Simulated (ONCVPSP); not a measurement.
Before and after: ONCV potential for Cs (Z = 55)

- Element: Cs
- Generator: ONCVPSP 4.0.1
- Type: optimised norm-conserving Vanderbilt (ONCV)
- Functional: BLYP
- Relativity: fully relativistic
- Frozen core: [Kr] 4d10
- Valence charge: 9
- Reference configuration: 5s2 5p6 6s1
- Partial waves: 5s+6s: rc 3.10 bohr, ncon 3, nbas 7, qcut 3.6 1/bohr, 2 projectors; 5p: rc 3.05 bohr, ncon 4, nbas 9, qcut 3.8 1/bohr, 2 projectors, debl 2.6 Ha; d scattering state at 0.05 Ha: rc 2.95 bohr, ncon 4, nbas 9, qcut 3.8 1/bohr, 1 projector
- Local potential: polynomial inside 2.80 bohr (lpopt 4, dvloc0 0 Ha)
- Core correction: polynomial model core, fcfact 0.3

Open shells are filled in proportion to 2j + 1.

All-electron outer shells of the reference configuration (BLYP, scalar-relativistic, ld1.x):

```tsv
shell	level (eV)	outermost node (bohr)	outermost maximum (bohr)
5s	-26.50	0.82	1.54
5p	-13.25	0.89	1.79
6s	-2.02	2.11	4.68
```

Change: d: rc 2.54; local potential polynomial inside 2.54 bohr (lpopt 4, dvloc0 0 Ha).

Cutoffs: the cutoffs (Ha) at which the residual kinetic energy of the hardest occupied pseudo-wave falls to 1 and 0.1 mHa per electron; they do not see the model core or the augmentation charge, which bear on the density cutoff. Errors are all-electron minus pseudo energies relative to the spin-unpolarised reference configuration.

What does the change do?

The potential gets neither clearly harder nor softer (4.3 Ha and 5.2 Ha → 4.3 Ha and 5.2 Ha); of the 4 tests that both files solve, the error grows in 1 and shrinks in 1 by more than 15 % and 0.3 meV (median size 1.7 → 3.5 meV); the range in which the p1/2 phases agree narrows (upper end 3.4 → 0.5); neither file shows a bound ghost.

| quantity | base | changed |
| --- | --- | --- |
| cutoff, loose | 4.3 Ha | 4.3 Ha |
| cutoff, tight | 5.2 Ha | 5.2 Ha |
| bound ghosts | none | none |
| GHOST(+) flags under 300 eV | none | none |
| error for 5s2 5p6 6s0, meV [ΔE 3.88 eV] | -0.3 | -0.3 |
| error for 5s2 5p6 6s0.5, meV [ΔE 1.46 eV] | 0.0 | 0.0 |
| error for 5s2 5p6 6s0 6p1, meV [ΔE 1.46 eV] | +3.2 | +6.6 |
| error for 5s2 5p5 6s1, meV [ΔE 17.66 eV] | -13 | -7.3 |
| s: phases at 3.14 bohr within 0.05 rad from the reference energy up to (Ha; the scan ends near 5) | 1.8 | 0.8 |
| p3/2: phases at 3.09 bohr within 0.05 rad from the reference energy up to (Ha; the scan ends near 5) | 0.6 | 0.5 |
| p1/2: phases at 3.09 bohr within 0.05 rad from the reference energy up to (Ha; the scan ends near 5) | 3.4 | 0.5 |
| rms error of d²Exc/dni dnj with the model core, mHa | 1.48 | 1.48 |

Base: These tests converged, but a pseudo level misses the all-electron one widely, so the file describes the atom poorly there or has found another state: 5s2 5p6 6s0 6p1: empty 6s by 3.1 eV. Changed file: These tests converged, but a pseudo level misses the all-electron one widely, so the file describes the atom poorly there or has found another state: 5s2 5p6 6s0 6p1: empty 6s by 3.1 eV.
